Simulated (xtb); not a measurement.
CH8O2Si3, SMILES C[Si@H]1O[SiH2][Si@@H]1O. All values are semi-empirical tight-binding results from xtb (GFN2-xTB unless named), good for trends rather than for accurate numbers. Geometry: GFN2-xTB. The structure was generated by enumeration; whether it is a known compound was not checked. One conformer was computed; it need not be the lowest.

Optimised geometry:

Bond lengths (Å): C1–Si2 1.894, C1–H7 1.086, C1–H8 1.086, C1–H9 1.085, Si2–O3 1.668, Si2–Si5 2.343, Si2–H10 1.473, O3–Si4 1.666, Si4–Si5 2.340, Si4–H11 1.468, Si4–H12 1.462, Si5–O6 1.638, Si5–H13 1.466, O6–H14 0.952. Bond angles (°): Si2–C1–H7 111.5, Si2–C1–H8 111.1, Si2–C1–H9 110.9, H7–C1–H8 107.6, H7–C1–H9 107.9, H8–C1–H9 107.8, C1–Si2–O3 109.0, C1–Si2–Si5 119.8, C1–Si2–H10 109.5, O3–Si2–Si5 85.1, O3–Si2–H10 104.4, Si5–Si2–H10 123.3, Si2–O3–Si4 115.5, O3–Si4–Si5 85.2, O3–Si4–H11 105.4, O3–Si4–H12 105.7, Si5–Si4–H11 122.7, Si5–Si4–H12 122.1, H11–Si4–H12 109.0, Si2–Si5–Si4 74.1, Si2–Si5–O6 121.0, Si2–Si5–H13 122.9, Si4–Si5–O6 120.7, Si4–Si5–H13 121.9, O6–Si5–H13 97.9, Si5–O6–H14 123.3.

```
Item                                             Result
----------------------------------------  -------------
orbital gap                                     3.51 eV
dipole moment                                    1.37 D
zero-point energy                         54.9 kcal/mol
G − E(el) at 298.15 K (modified RRHO)     32.9 kcal/mol
static polarisability (D4 model)            101.3 bohr³
solvation energy, GFN2-xTB/ALPB(water)    -4.3 kcal/mol
solvation energy, GFN2-xTB/ALPB(toluene)  -3.1 kcal/mol
```

Computed atomic charges and the Wiberg bond orders between heavy atoms:
charges (e) C1 -0.20, Si2 0.46, O3 -0.54, Si4 0.44, Si5 0.38, O6 -0.49, H7 0.02, H8 0.03, H9 0.01, H10 -0.10, H11 -0.11, H12 -0.11, H13 -0.08, H14 0.29. Bond orders C1–Si2 0.89, Si2–O3 1.06, O3–Si4 1.05, Si2–Si5 0.79, Si4–Si5 0.81, Si5–O6 1.18.
